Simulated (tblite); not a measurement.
Compound: C₃H₉ClSSi₂.
SMILES with atom numbers: `[CH3:1][C@@H:2]1[CH2:3][Si@@H:4]([Cl:5])[S:6][SiH2:7]1` (hydrogens: H8, H9, H10 on C1; H11 on C2; H12, H13 on C3; H14 on Si4; H15, H16 on Si7)

Computed with GFN2-xTB (tblite), gas phase: L-BFGS steps from a force-field or distance-geometry start until the largest atomic force falls under 0.01 eV/Å.

Step 98: E = -608.5235 eV
```
atom  x, y, z in Å  |  force x, y, z in eV/Å
C1     -1.5693   -1.2806   -0.1355    0.008  -0.023   0.005
C2     -0.4769   -0.2272   -0.2901   -0.005  -0.024   0.016
C3      0.8434   -0.7075    0.3309    0.011   0.015   0.032
Si4     2.1067    0.7092    0.5510   -0.004  -0.040   0.003
Cl5     3.5988    0.5728   -0.7856    0.008   0.040  -0.029
S6      0.9384    2.5013    0.2928   -0.007   0.029   0.020
Si7    -0.9454    1.4683    0.4514    0.008  -0.039  -0.009
H8     -1.7603   -1.4818    0.9180   -0.011   0.010  -0.041
H9     -2.4962   -0.9419   -0.5927   -0.004   0.005   0.009
H10    -1.2786   -2.2173   -0.6128    0.008   0.042   0.027
H11    -0.3059   -0.0769   -1.3629    0.000  -0.007  -0.010
H12     1.2625   -1.5179   -0.2694    0.002   0.010   0.023
H13     0.6320   -1.1305    1.3157   -0.016  -0.013  -0.002
H14     2.6598    0.7722    1.8980    0.022  -0.030  -0.025
H15    -1.9211    2.2209   -0.3177    0.003   0.008  -0.015
H16    -1.2955    1.3458    1.8649   -0.024   0.017  -0.003
```

Step 99: E = -608.5248 eV
```
atom  x, y, z in Å  |  force x, y, z in eV/Å
C1     -1.5692   -1.2796   -0.1338    0.019  -0.025   0.014
C2     -0.4748   -0.2282   -0.2913   -0.007  -0.014   0.024
C3      0.8458   -0.7079    0.3311    0.002   0.021   0.030
Si4     2.1073    0.7111    0.5518    0.009  -0.075   0.027
Cl5     3.5906    0.5767   -0.7957    0.005   0.046  -0.018
S6      0.9374    2.5025    0.3056   -0.003   0.039   0.021
Si7    -0.9465    1.4682    0.4493    0.017  -0.067  -0.011
H8     -1.7596   -1.4734    0.9216   -0.018   0.004  -0.059
H9     -2.4958   -0.9431   -0.5935    0.002   0.014   0.015
H10    -1.2811   -2.2200   -0.6055    0.018   0.049   0.031
H11    -0.3022   -0.0778   -1.3637   -0.007  -0.015  -0.015
H12     1.2690   -1.5168   -0.2691   -0.014   0.016   0.022
H13     0.6330   -1.1331    1.3147   -0.011  -0.005  -0.005
H14     2.6655    0.7619    1.8987    0.016  -0.020  -0.054
H15    -1.9159    2.2244   -0.3226   -0.010   0.015  -0.032
H16    -1.3109    1.3441    1.8584   -0.018   0.015   0.009
```

Step 100: E = -608.5268 eV
```
atom  x, y, z in Å  |  force x, y, z in eV/Å
C1     -1.5680   -1.2801   -0.1357    0.027  -0.012   0.032
C2     -0.4714   -0.2300   -0.2908   -0.008   0.003   0.030
C3      0.8475   -0.7079    0.3380   -0.013   0.027   0.017
Si4     2.1089    0.7129    0.5511    0.023  -0.108   0.054
Cl5     3.5709    0.5818   -0.8220   -0.004   0.053   0.003
S6      0.9352    2.5033    0.3277    0.000   0.039   0.028
Si7    -0.9492    1.4665    0.4491    0.037  -0.077  -0.012
H8     -1.7591   -1.4680    0.9208   -0.029  -0.012  -0.065
H9     -2.4943   -0.9458   -0.5977    0.013   0.026   0.017
H10    -1.2813   -2.2226   -0.6033    0.032   0.042   0.028
H11    -0.2929   -0.0782   -1.3621   -0.016  -0.021  -0.014
H12     1.2754   -1.5177   -0.2572   -0.029   0.012   0.012
H13     0.6313   -1.1313    1.3215   -0.005   0.008   0.000
H14     2.6810    0.7471    1.8944    0.012  -0.005  -0.088
H15    -1.9036    2.2318   -0.3297   -0.035   0.022  -0.057
H16    -1.3378    1.3471    1.8518   -0.006   0.004   0.015
```

Step 101: E = -608.5288 eV
```
atom  x, y, z in Å  |  force x, y, z in eV/Å
C1     -1.5651   -1.2824   -0.1408    0.024   0.007   0.038
C2     -0.4684   -0.2315   -0.2882   -0.003   0.018   0.028
C3      0.8472   -0.7067    0.3500   -0.023   0.013  -0.002
Si4     2.1116    0.7126    0.5491    0.027  -0.107   0.052
Cl5     3.5452    0.5867   -0.8569   -0.021   0.055   0.032
S6      0.9331    2.5030    0.3531    0.005   0.021   0.038
Si7    -0.9526    1.4636    0.4520    0.042  -0.042  -0.015
H8     -1.7602   -1.4688    0.9145   -0.034  -0.029  -0.040
H9     -2.4911   -0.9501   -0.6052    0.022   0.036   0.007
H10    -1.2759   -2.2243   -0.6066    0.040   0.027   0.020
H11    -0.2816   -0.0777   -1.3583   -0.023  -0.022  -0.001
H12     1.2778   -1.5205   -0.2372   -0.037  -0.004  -0.003
H13     0.6263   -1.1249    1.3347    0.000   0.024   0.008
H14     2.7020    0.7327    1.8846    0.022   0.007  -0.096
H15    -1.8877    2.2413   -0.3373   -0.052   0.013  -0.070
H16    -1.3682    1.3560    1.8485    0.012  -0.016   0.004
```

Question: Estimate the geometry and energy of step 102. (The exact step hangs on the optimiser's Hessian estimate; all steps are aligned on step 101, rigid shifts and turns removed.)

Answer: E = -608.5304 eV, largest force 0.087 eV/Å
```
atom  x, y, z in Å  |  force x, y, z in eV/Å
C1     -1.5621   -1.2855   -0.1454    0.010   0.026   0.034
C2     -0.4672   -0.2319   -0.2847   -0.001   0.017   0.019
C3      0.8452   -0.7055    0.3605   -0.019  -0.012  -0.020
Si4     2.1143    0.7098    0.5470    0.004  -0.072   0.030
Cl5     3.5255    0.5938   -0.8829   -0.025   0.048   0.043
S6      0.9327    2.5016    0.3711    0.007  -0.007   0.049
Si7    -0.9545    1.4612    0.4560    0.028   0.020  -0.017
H8     -1.7636   -1.4737    0.9073   -0.029  -0.038   0.000
H9     -2.4874   -0.9545   -0.6120    0.025   0.036  -0.011
H10    -1.2677   -2.2255   -0.6104    0.039   0.014   0.008
H11    -0.2744   -0.0772   -1.3542   -0.026  -0.016   0.017
H12     1.2751   -1.5231   -0.2211   -0.032  -0.023  -0.014
H13     0.6207   -1.1194    1.3461    0.005   0.036   0.016
H14     2.7190    0.7232    1.8741    0.042   0.010  -0.069
H15    -1.8733    2.2491   -0.3440   -0.056  -0.005  -0.067
H16    -1.3898    1.3667    1.8486    0.028  -0.034  -0.018
```

The energy changes by -0.0016 eV. The first-order estimate −F·Δx gives -0.0023 eV and the mean of the old and new forces, exact on a quadratic surface, -0.0016 eV. The step makes an angle of 81° with the force vector and moves no atom by more than 0.033 Å.

The cost below is that of the whole relaxation. The run took 2.2 s on an Arm Neoverse N1 with one thread, shared host with 64 logical CPUs at a one-minute load of 60.
